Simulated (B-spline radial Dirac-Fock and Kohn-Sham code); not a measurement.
Characteristic X-ray lines: Sm¹³⁺

System: samarium as Sm¹³⁺ in the configuration [Kr] 4d10 4f1 5s2.

Method: ΔSCF Dirac-Fock with Breit, self-energy and vacuum polarisation, finite nucleus, configuration average. Computed with a B-spline atomic structure program. A line energy is the difference of two single-hole energies; the list is a selection of electric-dipole transitions between resolved j subshells. The model has no electron correlation.

```
 line  energy (keV)  wavelength (Å)
 K-N3        46.590         0.26612
 K-N2        46.562         0.26628
 K-M3        45.407         0.27305
 K-M2        45.284         0.27379
 K-L3        40.115         0.30907
 K-L2        39.519         0.31373
L1-N3        7.5014          1.6528
L1-N2        7.4727          1.6592
L2-O1        7.3400          1.6891
L2-N4        7.1946          1.7233
L2-N1        6.9680          1.7793
L3-O1        6.7446          1.8383
L3-N5        6.6044          1.8773
L3-N4        6.5991          1.8788
L3-N1        6.3725          1.9456
L1-M3        6.3178          1.9624
L2-M4        6.2030          1.9988
L1-M2        6.1950          2.0014
L3-M5        5.6334          2.2009
L3-M4        5.6075          2.2110
L2-M1        5.5797          2.2220
L3-M1        4.9843          2.4875
M2-O1        1.5756          7.8690
M1-N3        1.4911          8.3149
M1-N2        1.4625          8.4778
M3-O1        1.4527          8.5346
M2-N4        1.4301          8.6695
M3-N5        1.3125          9.4461
M3-N4        1.3073          9.4843
M2-N1        1.2035          10.302
```
